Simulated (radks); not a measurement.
Q: These are the eigenvalues of the occupied orbitals of an atom or ion with whole-number occupations (hartree). Calculated with a radial shooting solver on a logarithmic mesh with Libxc functionals: scalar-relativistic Kohn-Sham, Slater X-alpha with alpha = 0.817, spin-polarised, spherical densities, finite nucleus; Fermi nuclear charge, rms radius of each element as measured or else 0.836 A^(1/3) + 0.57 fm.

orbital  eigenvalue
1s down   -1910.817
1s up     -1910.817
2s up     -319.2407
2s down   -319.2351
2p up     -284.2687
2p down   -284.2647
3s up     -72.67685
3s down   -72.52490
3p up     -61.86606
3p down   -61.71547
3d up     -47.72350
3d down   -47.60641
4s up     -16.20269
4s down   -15.87491
4p up     -12.61728
4p down   -12.29376
4d up      -7.67857
4d down    -7.36226
5s up      -3.57383
5s down    -3.41934
5p up      -2.62971
5p down    -2.51274
4f up      -2.25278

Which element is it, and in what charge state? The configuration may be excited. Open shells, if any, are filled with parallel spins first.

A: Z = 65, terbium, charge +4: Tb4+ in [Xe] 4f7. The list shows which subshells hold electrons but not how many an open one holds; the 1s level, -1910.8 hartree, gives Z - s = 61.8 by -(Z - s)^2/2, which with screening and relativity narrows Z to a few neighbours, and the depths of the outer levels then fix element, charge and occupations together.
